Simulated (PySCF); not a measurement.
C₂H₆BFO₂, SMILES FCB(O)OC. Atoms are numbered in the order given.

```xyz
12

C     -0.0378    -2.4471     0.0000
O     -0.7210    -1.2043     0.0000
B     -0.0202    -0.0448     0.0000
O      1.3393    -0.0373     0.0000
C     -0.8096     1.3310     0.0000
F      0.1214     2.3831     0.0000
H     -0.7903    -3.2482     0.0000
H      0.6010    -2.5521     0.8925
H      0.6010    -2.5521    -0.8925
H      1.6516     0.8808     0.0000
H     -1.4588     1.4388     0.8878
H     -1.4588     1.4388    -0.8878
```

Geometry: r2SCAN-D4/def2-SVP. The structure was generated by enumeration, and PubChem lists no compound with its InChIKey, so it may never have been made. The values are those of a single conformer.

These are PBE/def2-TZVP (PySCF) values and carry that method's errors.

Symmetry labels are those of the subgroup Cs that the program uses (full group Cs).

Computed valence orbital energies around the gap with their symmetry:
| orbital | symmetry | energy (eV) |
|---|---|---|
| HOMO−7 | A" | -11.05 |
| HOMO−6 | A' | -10.60 |
| HOMO−5 | A' | -9.03 |
| HOMO−4 | A" | -8.78 |
| HOMO−3 | A" | -8.07 |
| HOMO−2 | A' | -7.89 |
| HOMO−1 | A' | -7.30 |
| HOMO | A" | -7.11 |
| LUMO | A' | -0.02 |
| LUMO+1 | A" | 0.10 |
| LUMO+2 | A' | 0.69 |
| LUMO+3 | A' | 1.12 |
